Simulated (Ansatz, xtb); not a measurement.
**CH11PSi4: 3 structures ranked**

3 gas-phase structures of CH11PSi4, from a drawn sample of its isomers (lower ones may exist). Each was relaxed with GFN2-xTB; where two conformers were screened, the lower at r2SCAN-D4/def2-SVP//GFN2-xTB is listed:

A. `[SiH3][Si]1([SiH3])C[SiH2]P1`, a singlet
B. `[SiH3]C1([SiH3])[SiH2]P[SiH2]1`, a singlet
C. `[SiH3]P1[SiH2]C[SiH2][SiH2]1`, a singlet

Which do you expect lowest at r2SCAN-D4/def2-SVP//GFN2-xTB, and how would the others follow?

Calculated order at r2SCAN-D4/def2-SVP//GFN2-xTB: C (0.0), B (14.9), A (20.9) kcal/mol.

Energies above the lowest of each column, in kcal/mol; the last columns are at r2SCAN-D4/def2-SVP geometries:

```csv
structure,GFN2-xTB,HF/STO-3G,r2SCAN-D4/def2-SVP//GFN2-xTB,r2SCAN-D4/def2-SVP,CCSD(T)/def2-SVP + ΔMP2/def2-TZVPP
C,0.0,0.0,0.0,0.0,0.0
B,15.0,32.0,14.9,14.6,10.3
A,23.8,22.6,20.9,17.3,17.6
```

Every level run on C puts it lowest or level with the lowest. Flexible structures stand in one conformer each, not always the lowest. ΔMP2 is the change of the MP2 energy from the smaller to the larger basis.

Programs: Ansatz 0.2.0, xtb 6.7.1.
